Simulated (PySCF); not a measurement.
# TlBr, PBE0: how much the basis matters

PySCF, UKS reference; singlet, unpaired electrons none; De to Tl + Br without counterpoise correction.

| basis | relativity | functions | Re (Å) | ωe (cm⁻¹) | De (eV) | μ (D) |
| --- | --- | --- | --- | --- | --- | --- |
| cc-pVDZ-PP | scalar-relativistic core potentials | 46 | 2.670 | 190 | 3.97 | -4.68 |
| def2-SVP | scalar-relativistic core potentials | 58 | 2.668 | 195 | 4.01 | -4.43 |
| cc-pVTZ-PP | scalar-relativistic core potentials | 78 | 2.649 | 190 | 4.00 | -4.48 |
| x2c-TZVPPall | spin-free X2C | 131 | 2.636 | 192 | 4.07 | -4.47 |

Question: How does each smaller set differ from the one with most functions, x2c-TZVPPall?

Answer: cc-pVDZ-PP: +3.4 pm, -1.0 % in ωe, -0.10 eV in De; def2-SVP: +3.2 pm, +1.6 % in ωe, -0.06 eV in De; cc-pVTZ-PP: +1.3 pm, -1.0 % in ωe, -0.07 eV in De. All at PBE0; the set with most functions is neither the basis-set limit nor always the best. The rows treat relativity differently, so the differences are not basis effects alone.

A positive dipole means Tl(−)Br(+). Measured (Huber and Herzberg, Constants of Diatomic Molecules (1979)): Re = 2.618191 Å, ωe = 192.1 cm⁻¹. Spin–orbit coupling is left out, which matters for elements this heavy, above all for dissociation energies.
